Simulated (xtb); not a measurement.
xtb input (GFN2-xTB):

```bash
xtb mol.xyz --gfn 2 --ohess tight --chrg -1 --uhf 0
```
mol.xyz:
```
10

Si    -0.03983029     0.64025756     0.02742790
C     -1.68814009    -0.13090837     0.00423692
C      1.29653221    -0.62397061    -0.25990892
H      0.01095998     1.69151675    -1.03936035
H      0.17454927     1.28643528     1.35073249
H     -1.76996793    -0.89499133     0.78725870
H     -2.52594037     0.61949441     0.15369601
H      1.21591290    -1.35119116     0.53635834
H      1.13852270    -1.07048967    -1.25772691
H      2.28393265    -0.11107792    -0.24123671
```

Output:

```
           -------------------------------------------------
          |                Calculation Setup                |
           -------------------------------------------------

           -------------------------------------------------
          |                 G F N 2 - x T B                 |
           -------------------------------------------------

        Reference                      10.1021/acs.jctc.8b01176
      * Hamiltonian:
        H0-scaling (s, p, d)           1.850000    2.230000    2.230000
        zeta-weighting                 0.500000
      * Dispersion:
        s8                             2.700000
        a1                             0.520000
        a2                             5.000000
        s9                             5.000000
      * Repulsion:
        kExp                           1.500000    1.000000
        rExp                           1.000000
      * Coulomb:
        alpha                          2.000000
        third order                    shell-resolved
        anisotropic                    true
        a3                             3.000000
        a5                             4.000000
        cn-shift                       1.200000
        cn-exp                         4.000000
        max-rad                        5.000000

          ...................................................
          :                      SETUP                      :
          :.................................................:
          :  # basis functions                  25          :
          :  # atomic orbitals                  24          :
          :  # shells                           14          :
          :  # electrons                        20          :
          :  max. iterations                   250          :
          :  Hamiltonian                  GFN2-xTB          :
          :  restarted?                      false          :
          :  GBSA solvation                  false          :
          :  PC potential                    false          :
          :  electronic temp.          300.0000000     K    :
          :  accuracy                    1.0000000          :
          :  -> integral cutoff          0.2500000E+02      :
          :  -> integral neglect         0.1000000E-07      :
          :  -> SCF convergence          0.1000000E-05 Eh   :
          :  -> wf. convergence          0.1000000E-03 e    :
          :  Broyden damping             0.4000000          :
          :  net charge                         -1          :
          :  unpaired electrons                  0          :
          ...................................................

 iter      E             dE          RMSdq      gap      omega  full diag
   1     -9.6693996 -0.966940E+01  0.546E+00    5.16       0.0  T
   2     -9.7605193 -0.911197E-01  0.695E+00    2.87       1.0  T
   3     -9.7856096 -0.250903E-01  0.563E+00    3.27       1.0  T
   4     -9.7649855  0.206241E-01  0.377E+00    3.08       1.0  T
   5     -9.7963485 -0.313630E-01  0.920E-01    3.80       1.0  T
   6     -9.7963640 -0.154573E-04  0.360E-01    3.91       1.0  T
[...]

     #   Z          #   Z                                           value/Å
     1  14 Si       2   6 C                                       1.7990778
     1  14 Si       3   6 C                                       1.9111765 (max)
     1  14 Si       4   1 H                                       1.5070629
     2   6 C        6   1 H                                       1.0993385
     2   6 C        7   1 H                                       1.1002560
     3   6 C        8   1 H                                       1.0891864
     3   6 C        9   1 H                                       1.0873199 (min)
     3   6 C       10   1 H                                       1.0900035

 * 3 distinct bonds (by element types)

   Z      Z             #   av. dist./Å        max./Å        min./Å
   1 H    6 C           5     1.0932209     1.1002560     1.0873199
   1 H   14 Si          1     1.5070629     1.5070629     1.5070629
   6 C   14 Si          2     1.8551272     1.9111765     1.7990778

           -------------------------------------------------
          |               Frequency Printout                |
           -------------------------------------------------
 projected vibrational frequencies (cm⁻¹)
eigval :       -0.00    -0.00    -0.00     0.00     0.00     0.00
eigval :       90.65   219.29   300.62   508.20   602.59   682.81
eigval :      694.07   727.23   806.61   826.73   907.13   930.03
eigval :      998.37  1377.56  1501.49  1552.42  1557.17  1561.32
eigval :     1826.96  2813.73  2829.43  2968.69  2986.53  3012.40
 reduced masses (amu)
   1:  8.06   2: 15.03   3: 11.97   4: 16.67   5: 19.75   6: 12.97   7:  1.93   8: 10.55
   9:  4.18  10:  5.04  11:  1.18  12:  3.82  13: 13.07  14:  2.69  15:  3.53  16:  3.57
  17:  4.42  18:  2.94  19: 15.05  20:  3.12  21:  2.57  22:  1.63  23:  1.61  24:  1.79
  25:  1.70  26:  1.99  27:  1.53  28:  1.89  29:  1.77  30:  1.49
 IR intensities (km·mol⁻¹)
   1:  7.37   2: 14.44   3:  6.91   4: 11.44   5: 11.26   6:  4.06   7:  0.33   8:  5.37
   9: 10.18  10:108.91  11: 12.93  12: 59.68  13: 31.88  14:162.21  15: 83.97  16: 79.90
  17:107.23  18:254.06  19:336.81  20:  2.65  21: 15.65  22:  4.98  23: 50.34  24:842.58
  25:667.75  26:316.20  27:236.33  28:179.46  29:149.71  30: 80.79
 Raman intensities (Ä⁴*amu⁻¹)
   1:  0.00   2:  0.00   3:  0.00   4:  0.00   5:  0.00   6:  0.00   7:  0.00   8:  0.00
   9:  0.00  10:  0.00  11:  0.00  12:  0.00  13:  0.00  14:  0.00  15:  0.00  16:  0.00
  17:  0.00  18:  0.00  19:  0.00  20:  0.00  21:  0.00  22:  0.00  23:  0.00  24:  0.00
  25:  0.00  26:  0.00  27:  0.00  28:  0.00  29:  0.00  30:  0.00
 output can be read by thermo (or use thermo option).
 writing <g98.out> molden fake output.
 recommended (thermochemical) frequency scaling factor: 1.0
           -------------------------------------------------
          |             Thermodynamic Functions             |
           -------------------------------------------------

c1  symmetry found (for desy threshold:  0.10E+00) used in thermo

          ...................................................
          :                      SETUP                      :
          :.................................................:
          :  # frequencies                          24      :
          :  # imaginary freq.                       0      :
          :  linear?                             false      :
          :  only rotor calc.                    false      :
          :  symmetry                               c1      :
          :  rotational number                       1      :
          :  scaling factor                  1.0000000      :
          :  rotor cutoff                   50.0000000 cm⁻¹ :
          :  imag. cutoff                  -20.0000000 cm⁻¹ :
          :.................................................:

    mode    ω/cm⁻¹     T·S(HO)/kcal·mol⁻¹    T·S(FR)/kcal·mol⁻¹   T·S(vib)
   ------------------------------------------------------------------------
       1     90.65    -1.08706 ( 91.53%)    -0.87950 (  8.47%)    -1.06947
Note: The following floating-point exceptions are signalling: IEEE_UNDERFLOW_FLAG IEEE_DENORMAL
normal termination of xtb
       2    219.29    -0.58584 ( 99.73%)    -0.61826 (  0.27%)    -0.58592
   ------------------------------------------------------------------------

   temp. (K)  partition function   enthalpy   heat capacity  entropy
                                   cal/mol     cal/K/mol   cal/K/mol   J/K/mol
 298.15  VIB   7.82                 1711.971     13.070      9.770
         ROT  0.362E+05              888.752      2.981     23.839
         INT  0.283E+06             2600.723     16.051     33.609
         TR   0.440E+27             1481.254      4.968     38.136
         TOT                        4081.9770    21.0188    71.7451   300.1814

       T/K    H(0)-H(T)+PV         H(T)/Eh          T*S/Eh         G(T)/Eh
   ------------------------------------------------------------------------
    298.15    0.650504E-02    0.800489E-01    0.340884E-01    0.459605E-01
   ------------------------------------------------------------------------

         :::::::::::::::::::::::::::::::::::::::::::::::::::::
         ::                  THERMODYNAMIC                  ::
         :::::::::::::::::::::::::::::::::::::::::::::::::::::
         :: total free energy          -9.640881977828 Eh   ::
         ::.................................................::
         :: total energy               -9.686842480986 Eh   ::
         :: zero point energy           0.073543863896 Eh   ::
         :: G(RRHO) w/o ZPVE           -0.027583360738 Eh   ::
         :: G(RRHO) contrib.            0.045960503158 Eh   ::
         :::::::::::::::::::::::::::::::::::::::::::::::::::::

optimized geometry written to: xtbopt.xyz

           -------------------------------------------------
          | TOTAL ENERGY               -9.686842480986 Eh   |
          | TOTAL ENTHALPY             -9.606793572608 Eh   |
          | TOTAL FREE ENERGY          -9.640881977828 Eh   |
          | GRADIENT NORM               0.000147259729 Eh/α |
          | HOMO-LUMO GAP               4.522257402080 eV   |
           -------------------------------------------------

------------------------------------------------------------------------
------------------------------------------------------------------------
 total:
 SCF:
 ANC optimizer:
 analytical hessian:
```

It need not be the lowest isomer of its formula. Whether it binds its extra electron was not tested at this geometry.
